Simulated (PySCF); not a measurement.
PySCF input (MN15/def2-TZVPD):

```python
from pyscf import gto, scf, dft

mol = gto.M(
    atom='''
    Se   -0.21872388   -0.12695634    0.22222286
    H    -0.59605512   -1.20668829   -0.73806274
    F     0.79757714    0.72198944   -0.84885284
    H     0.85447295   -0.97470113    0.82216094
    ''',
    basis='def2-tzvpd',
    charge=1,
    spin=0,
    verbose=4,
)

mf = dft.RKS(mol, xc='mn15').density_fit(auxbasis='def2-universal-jkfit')
mf.grids.level = 4
mf.conv_tol = 1e-9
mf.max_cycle = 100
mf.max_memory = 1500
mf.kernel()
if not mf.converged:
    mf = mf.newton()
    mf.kernel(mf.make_rdm1())
mf.analyze()
```

End of the output:

```
Extra cycle  E= -2502.51876932883  delta_E= -4.55e-13  |g|= 6.02e-06  |ddm|= 7.04e-06
converged SCF energy = -2502.51876932883
**** SCF Summaries ****
Total Energy =                       -2502.518769328830331
Nuclear Repulsion Energy =             123.415201168111508
One-electron Energy =                -3713.212602615434207
Two-electron Energy =                 1087.278632118492169
Two-electron Coulomb Energy =         1185.464609088163115
DFT Exchange-Correlation Energy =      -98.185976969671060
HOMO-LUMO gap [eV] =                     9.223737076262717
**** MO energy ****
MO #1   energy= -451.565031490811  occ= 2
MO #2   energy= -57.3049122382355  occ= 2
MO #3   energy= -52.1660059659561  occ= 2
MO #4   energy= -52.1628320718596  occ= 2
MO #5   energy= -52.1601624952056  occ= 2
MO #6   energy= -24.5655410782061  occ= 2
MO #7   energy= -7.85602702527278  occ= 2
MO #8   energy= -6.06022392469559  occ= 2
MO #9   energy= -6.05114525969518  occ= 2
MO #10  energy= -6.04544371435534  occ= 2
MO #11  energy= -2.57324435532166  occ= 2
MO #12  energy= -2.5709476075586   occ= 2
MO #13  energy= -2.56663401874522  occ= 2
MO #14  energy= -2.55977858528045  occ= 2
MO #15  energy= -2.55870748851739  occ= 2
MO #16  energy= -1.50757897623699  occ= 2
MO #17  energy= -1.07984413082734  occ= 2
MO #18  energy= -0.820797055508313 occ= 2
MO #19  energy= -0.809256748729378 occ= 2
MO #20  energy= -0.778704666142724 occ= 2
MO #21  energy= -0.711211365475336 occ= 2
MO #22  energy= -0.662327337366706 occ= 2
MO #23  energy= -0.323361249072512 occ= 0
MO #24  energy= -0.2528073420658   occ= 0
MO #25  energy= -0.208063949262696 occ= 0
MO #26  energy= -0.102063051885702 occ= 0
MO #27  energy= -0.0853634145835487 occ= 0
MO #28  energy= -0.0776754911889132 occ= 0
MO #29  energy= -0.0637450366686303 occ= 0
MO #30  energy= -0.055686004527381 occ= 0
MO #31  energy= -0.0468915093856673 occ= 0
MO #32  energy= -0.0372185325145116 occ= 0
MO #33  energy= 0.0246686777616027 occ= 0
MO #34  energy= 0.0404653836663814 occ= 0
MO #35  energy= 0.0443902987111023 occ= 0
MO #36  energy= 0.0569100209766695 occ= 0
MO #37  energy= 0.0680289197700115 occ= 0
MO #38  energy= 0.0745336147905286 occ= 0
MO #39  energy= 0.0898991837095353 occ= 0
MO #40  energy= 0.0923879837151408 occ= 0
MO #41  energy= 0.103534341322845  occ= 0
MO #42  energy= 0.107059538311026  occ= 0
MO #43  energy= 0.117745071840892  occ= 0
MO #44  energy= 0.168355659891313  occ= 0
MO #45  energy= 0.183106350706089  occ= 0
MO #46  energy= 0.195911931866733  occ= 0
MO #47  energy= 0.203125199146788  occ= 0
MO #48  energy= 0.282779664738894  occ= 0
MO #49  energy= 0.295335263911007  occ= 0
MO #50  energy= 0.295735821208143  occ= 0
MO #51  energy= 0.320076901696049  occ= 0
MO #52  energy= 0.367317115655398  occ= 0
MO #53  energy= 0.369650477605128  occ= 0
MO #54  energy= 0.377538872015557  occ= 0
MO #55  energy= 0.399986563094607  occ= 0
MO #56  energy= 0.470024265357606  occ= 0
MO #57  energy= 0.504569777750033  occ= 0
MO #58  energy= 0.51841766724058   occ= 0
MO #59  energy= 0.547139032417272  occ= 0
MO #60  energy= 0.665425686783121  occ= 0
MO #61  energy= 0.690107846408654  occ= 0
MO #62  energy= 0.724428738093747  occ= 0
MO #63  energy= 0.910607120851497  occ= 0
MO #64  energy= 0.939298042207     occ= 0
MO #65  energy= 0.955130231516517  occ= 0
MO #66  energy= 0.958843082759214  occ= 0
MO #67  energy= 0.979586800916362  occ= 0
MO #68  energy= 0.985793891503675  occ= 0
MO #69  energy= 0.9944696005795    occ= 0
MO #70  energy= 1.03484785632006   occ= 0
MO #71  energy= 1.0475696641967    occ= 0
MO #72  energy= 1.07050360716731   occ= 0
MO #73  energy= 1.13630534160096   occ= 0
MO #74  energy= 1.21960325668116   occ= 0
MO #75  energy= 1.28593516314868   occ= 0
MO #76  energy= 1.28955038458429   occ= 0
MO #77  energy= 1.34763171978326   occ= 0
MO #78  energy= 1.38320571891626   occ= 0
MO #79  energy= 1.51297836776534   occ= 0
MO #80  energy= 1.66477433701661   occ= 0
MO #81  energy= 1.67805864866583   occ= 0
MO #82  energy= 1.73692877746894   occ= 0
MO #83  energy= 1.74664300186724   occ= 0
MO #84  energy= 2.01395438684132   occ= 0
MO #85  energy= 2.04683964727248   occ= 0
MO #86  energy= 2.05350429216511   occ= 0
MO #87  energy= 2.14311971555563   occ= 0
MO #88  energy= 2.23152508532633   occ= 0
MO #89  energy= 2.28784534219677   occ= 0
MO #90  energy= 2.50840458624635   occ= 0
MO #91  energy= 2.5827563132226    occ= 0
MO #92  energy= 2.65390863500287   occ= 0
MO #93  energy= 3.01325399911214   occ= 0
MO #94  energy= 3.01690175744163   occ= 0
MO #95  energy= 3.13041616559061   occ= 0
MO #96  energy= 3.26716151959766   occ= 0
MO #97  energy= 3.26900532269401   occ= 0
MO #98  energy= 3.31692872964858   occ= 0
MO #99  energy= 3.51080626587673   occ= 0
MO #100 energy= 3.76690403960708   occ= 0
MO #101 energy= 4.02306023861787   occ= 0
MO #102 energy= 6.29477126973446   occ= 0
MO #103 energy= 6.47460653664035   occ= 0
MO #104 energy= 6.49026427863294   occ= 0
MO #105 energy= 6.49576449856682   occ= 0
MO #106 energy= 6.49628833368799   occ= 0
MO #107 energy= 6.5977389275411    occ= 0
MO #108 energy= 6.59853374279758   occ= 0
MO #109 energy= 6.81677433680966   occ= 0
MO #110 energy= 8.00148193013975   occ= 0
MO #111 energy= 8.0276927908152    occ= 0
MO #112 energy= 8.09686815516877   occ= 0
MO #113 energy= 8.09756363674168   occ= 0
MO #114 energy= 8.53697201859976   occ= 0
MO #115 energy= 54.5676992434198   occ= 0
 ** Mulliken pop on meta-lowdin orthogonal AOs  **
 ** Mulliken pop  **
pop of  0 Se 1s           1.99996
pop of  0 Se 2s           1.99925
pop of  0 Se 3s           1.99616
pop of  0 Se 4s           1.67585
pop of  0 Se 5s           0.00374
pop of  0 Se 6s           0.00337
pop of  0 Se 7s           0.00156
pop of  0 Se 2px          1.99999
pop of  0 Se 2py          1.99999
pop of  0 Se 2pz          1.99999
pop of  0 Se 3px          1.99944
pop of  0 Se 3py          1.99942
pop of  0 Se 3pz          1.99942
pop of  0 Se 4px          1.08374
pop of  0 Se 4py          1.03499
pop of  0 Se 4pz          0.99619
pop of  0 Se 5px          0.01965
pop of  0 Se 5py          0.01991
pop of  0 Se 5pz          0.02029
pop of  0 Se 6px          0.00142
pop of  0 Se 6py          0.00166
pop of  0 Se 6pz          0.00168
pop of  0 Se 7px          0.00017
pop of  0 Se 7py          0.00019
pop of  0 Se 7pz          0.00017
pop of  0 Se 3dxy         1.99986
pop of  0 Se 3dyz         1.99985
pop of  0 Se 3dz^2        1.99991
pop of  0 Se 3dxz         1.99987
pop of  0 Se 3dx2-y2      1.99990
pop of  0 Se 4dxy         0.01049
pop of  0 Se 4dyz         0.01137
pop of  0 Se 4dz^2        0.00766
pop of  0 Se 4dxz         0.00683
pop of  0 Se 4dx2-y2      0.00848
pop of  0 Se 5dxy         0.00090
pop of  0 Se 5dyz         0.00103
pop of  0 Se 5dz^2        0.00027
pop of  0 Se 5dxz         0.00063
pop of  0 Se 5dx2-y2      0.00034
pop of  0 Se 6dxy         0.00023
pop of  0 Se 6dyz         0.00024
pop of  0 Se 6dz^2        0.00021
pop of  0 Se 6dxz         0.00026
pop of  0 Se 6dx2-y2      0.00017
pop of  0 Se 7dxy         0.00006
pop of  0 Se 7dyz         0.00006
pop of  0 Se 7dz^2        0.00004
pop of  0 Se 7dxz         0.00006
pop of  0 Se 7dx2-y2      0.00003
pop of  0 Se 4f-3         0.00032
pop of  0 Se 4f-2         0.00175
pop of  0 Se 4f-1         0.00049
pop of  0 Se 4f+0         0.00049
pop of  0 Se 4f+1         0.00074
pop of  0 Se 4f+2         0.00119
pop of  0 Se 4f+3         0.00065
pop of  1 H 1s            0.83573
pop of  1 H 2s            0.01197
pop of  1 H 3s            0.00165
pop of  1 H 2px           0.00100
pop of  1 H 2py           0.00297
pop of  1 H 2pz           0.00368
pop of  1 H 3px           0.00142
pop of  1 H 3py           0.00135
pop of  1 H 3pz           0.00096
pop of  2 F 1s            1.99987
pop of  2 F 2s            1.89689
pop of  2 F 3s            0.00306
pop of  2 F 4s            0.00087
pop of  2 F 5s            0.00036
pop of  2 F 6s            0.00013
pop of  2 F 2px           1.79751
pop of  2 F 2py           1.85154
pop of  2 F 2pz           1.77840
pop of  2 F 3px           0.00292
pop of  2 F 3py           0.00384
pop of  2 F 3pz           0.00275
pop of  2 F 4px           0.00142
pop of  2 F 4py           0.00078
pop of  2 F 4pz           0.00133
pop of  2 F 5px           0.00120
pop of  2 F 5py           0.00109
pop of  2 F 5pz           0.00116
pop of  2 F 3dxy          0.00275
pop of  2 F 3dyz          0.00297
pop of  2 F 3dz^2         0.00268
pop of  2 F 3dxz          0.00329
pop of  2 F 3dx2-y2       0.00224
pop of  2 F 4dxy          0.00099
pop of  2 F 4dyz          0.00109
pop of  2 F 4dz^2         0.00105
pop of  2 F 4dxz          0.00110
pop of  2 F 4dx2-y2       0.00087
pop of  2 F 5dxy          0.00021
pop of  2 F 5dyz          0.00024
pop of  2 F 5dz^2         0.00030
pop of  2 F 5dxz          0.00036
pop of  2 F 5dx2-y2       0.00024
pop of  2 F 4f-3          0.00005
pop of  2 F 4f-2          0.00014
pop of  2 F 4f-1          0.00006
pop of  2 F 4f+0          0.00005
pop of  2 F 4f+1          0.00007
pop of  2 F 4f+2          0.00007
pop of  2 F 4f+3          0.00004
pop of  3 H 1s            0.83573
pop of  3 H 2s            0.01197
pop of  3 H 3s            0.00165
pop of  3 H 2px           0.00416
pop of  3 H 2py           0.00176
pop of  3 H 2pz           0.00173
pop of  3 H 3px           0.00084
pop of  3 H 3py           0.00169
pop of  3 H 3pz           0.00120
 ** Mulliken atomic charges  **
charge of    0Se =      1.08745
charge of    1H =      0.13927
charge of    2F =     -0.36599
charge of    3H =      0.13927

WARN: System has nonzero charge 1; the dipole moment is origin-dependent.
Location of origin: [0. 0. 0.]

Dipole moment(X, Y, Z, Debye): -0.94855, -2.62621,  1.27235
```

It need not be the lowest isomer of its formula.
